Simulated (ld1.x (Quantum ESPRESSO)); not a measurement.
## Before and after: TM potential for Mn (Z = 25)

manganese, norm-conserving Troullier–Martins (Kleinman–Bylander form), made with ld1.x (Quantum ESPRESSO) 7.5 (LDA (PZ), non-relativistic). Core [Ne] 3s2, reference 3p6 3d5 4s2 4p0. Waves: 3p (bound): rc 1.25 bohr; 3d (bound): rc 1.50 bohr; 4s (bound): rc 2.40 bohr. Local part: the s channel. Core correction: Bessel-smoothed model core inside 0.60 bohr.

All-electron outer shells of the reference configuration (LDA (PZ), non-relativistic, ld1.x):

| shell | level (eV) | outermost node (bohr) | outermost maximum (bohr) |
| --- | --- | --- | --- |
| 3s | -83.71 | 0.35 | 0.75 |
| 3p | -54.18 | 0.31 | 0.75 |
| 3d | -7.25 | – | 0.75 |
| 4s | -5.21 | 1.07 | 2.51 |
| 4p | -1.50 | 1.16 | 3.38 |

Change: core correction Bessel-smoothed model core inside 1.20 bohr.

Cutoffs: the cutoffs (Ry, on a coarse ladder) from which the occupation-weighted sum of valence levels, in a spherical-Bessel basis at the reference potential, stays within 10 and 1 mRy of its value at 400 Ry; they do not see the model core or the augmentation charge, which bear on the density cutoff. Errors are all-electron minus pseudo energies relative to the spin-unpolarised reference configuration.

Q: What does the change do?

A: The potential gets neither clearly harder nor softer (100 Ry and 160 Ry → 100 Ry and 160 Ry); of the 9 tests that both files solve, the error grows in 2 and shrinks in 0 by more than 15 % and 0.3 meV (median size 275.8 → 349.5 meV); neither file shows a bound ghost at the reference potential, the only one tested. A wider model core is smoother and lowers the density cutoff, which this test does not measure.

```csv
quantity,base,changed
"cutoff, loose",100 Ry,100 Ry
"cutoff, tight",160 Ry,160 Ry
bound ghosts,none,none
"error for 3p6 3d5 4s1 4p0, meV [ΔE 8.54 eV]",-4.4,-4.4
"error for 3p6 3d5 4s0 4p0, meV [ΔE 24.23 eV]",-35,-35
"error for 3p6 3d4 4s0 4p0, meV [ΔE 57.24 eV]",-206,-206
"error for 3p6 3d3 4s0 4p0, meV [ΔE 108.56 eV]",-819,-817
"error for 3p6 3d5 4s1.5 4p0, meV [ΔE 3.42 eV]",-0.7,-0.7
"error for 3p6 3d5 4s0 4p2, meV [ΔE 7.85 eV]",-1591,-1591
"error for 3p6 3d4 4s2 4p1, meV [ΔE 8.19 eV]",-1171,-1170
"error for 3p6 3d5 4s2 4p0 (spin-polarised), meV [ΔE -5.09 eV]",+292,+365
"error for 3p6 3d5 4s1 4p0 (spin-polarised), meV [ΔE 2.42 eV]",+276,+349
s: phases at 2.58 bohr within 0.05 rad from the reference energy up to (Ry; the scan ends near 5),2.6,2.6
p: phases at 2.58 bohr within 0.05 rad from the reference energy up to (Ry; the scan ends near 5),-1.0,-1.0
d: phases at 2.58 bohr within 0.05 rad from the reference energy up to (Ry; the scan ends near 5),0.4,0.4
```

Base: These tests converged, but a pseudo level misses the all-electron one widely, so the file describes the atom poorly there or has found another state: 3p6 3d4 4s0 4p0: empty 4p by 3.0 eV; 3p6 3d3 4s0 4p0: empty 4p by 4.7 eV (a node warning on the way). Changed file: These tests converged, but a pseudo level misses the all-electron one widely, so the file describes the atom poorly there or has found another state: 3p6 3d4 4s0 4p0: empty 4p by 3.0 eV; 3p6 3d3 4s0 4p0: empty 4p by 4.7 eV (a node warning on the way).
